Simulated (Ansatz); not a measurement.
`[OH][GeH2][C]#C[SiH3]` → `O[SiH2]C#[C][GeH3]`  (isomerisation)

Isolated molecules relaxed with PBE0-D4/def2-TZVP in Ansatz; ΔE leaves out vibrations. CCSD(T)/CBS adds triple-zeta CCSD(T) − MP2 to the extrapolated MP2 energy (def2 sets, frozen cores). Functionals use def2-TZVPP. For Ge outer-core shells are correlated without core-valence functions, which leaves a few kJ/mol of doubt a bond. Scalar relativity is left out up to krypton. Each species was taken in one conformer, which may not be the lowest.

`[OH][GeH2][C]#C[SiH3]`:

Cartesian coordinates in Å:
```
O -0.108 -2.062 -2.383
Ge 1.144 -1.433 -1.292
C 0.363 -0.134 -0.136
C -0.147 0.680 0.606
Si -0.912 1.913 1.714
H -0.897 -2.342 -1.914
H 1.725 -2.560 -0.423
H 2.182 -0.787 -2.208
H -1.928 1.242 2.562
H 0.138 2.513 2.573
H -1.559 2.970 0.900
```

`O[SiH2]C#[C][GeH3]`:

Cartesian coordinates in Å:
```
O 3.030 -0.046 -0.673
Si 1.662 0.537 -1.369
C 0.195 0.219 -0.325
C -0.781 -0.006 0.362
Ge -2.309 -0.345 1.443
H 3.032 -0.962 -0.391
H 1.401 -0.093 -2.689
H 1.867 1.993 -1.518
H -3.173 -1.405 0.751
H -3.093 0.962 1.602
H -1.833 -0.854 2.808
```

```csv
level,ΔE (kJ/mol)
PBE-D4,-63.0
ωB97M-V,-68.3
B2PLYP,-66.2
CCSD(T)/def2-TZVPP,-64.5
HF/def2-QZVPP,-68.6
SCS-MP2/def2-QZVPP,-65.9
MP2/CBS(def2),-69.3
CCSD/CBS(def2),-69.4
```

(1) What does CCSD(T)/CBS give? (Estimate.)

Largest T1 diagnostic among the species: 0.012.

Answers

(1) Computed: -68.2 kJ/mol. The listed levels differ from it by 5.2, -0.1, 2.0, 3.7, -0.4, 2.3, -1.1, -1.2 kJ/mol.

From PBE to PBE0 (25 % exact exchange), in def2-TZVPP and without D4, ΔE moves by −3.3 kJ/mol.
